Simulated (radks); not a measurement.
The numbers below are computed, except where a source is named.
Ionisation ladder of antimony, from Sb XLV to Sb LI. Each ion is in the ground configuration listed by NIST, and IE = E(next ion) - E(this ion), with E = 0 for the bare nucleus. Level of theory: scalar-relativistic Kohn-Sham, LDA (Slater exchange, VWN5 correlation), spin-polarised, spherical densities, finite nucleus; open shells are filled with parallel spins first (spin-orbit coupling, left out, can overturn this in heavy ions); Fermi nuclear charge, rms radius 4.6802 fm (a radial shooting solver on a logarithmic mesh with Libxc functionals).

species    configuration  E (hartree)  IE, Delta-SCF (eV)  -e(HOMO) (eV)   HOMO  <r> HOMO (bohr)  IE, NIST (eV)    kind  error (eV)
Sb XLV      [He] 2s2 2p3  -4141.26500              7505.8         7396.5  2p up            0.102           7390  theory      +115.8
Sb XLVI     [He] 2s2 2p2  -3865.43096              7727.1         7618.3  2p up            0.101           7887  theory      -159.9
Sb XLVII    [He] 2s2 2p1  -3581.46655              7944.7         7838.4  2p up            0.100           8140  theory      -195.3
Sb XLVIII       [He] 2s2  -3289.50424              8461.3         8380.9     2s            0.116           8455  theory        +6.3
Sb XLIX         [He] 2s1  -2978.55620              8672.8         8592.2  2s up            0.115         8669.5  theory        +3.4
Sb L                [He]  -2659.83488               35735          35411     1s           0.0283        35710.0  theory       +25.3
Sb LI                1s1  -1346.58657               36642          36316  1s up           0.0280        36668.2  theory       -25.7

Reference values: NIST Atomic Spectra Database (exp. = measured, semi-emp. = semi-empirical, theory = theoretical value adopted there). The ionisation energy per charge of the ion left behind rises most, in proportion, at Sb L ([He]), from 177.00 to 714.71 eV. Open shells are spherical and high-spin; term and fine-structure splittings are not resolved. Spin-orbit splitting is averaged out at the scalar-relativistic level.
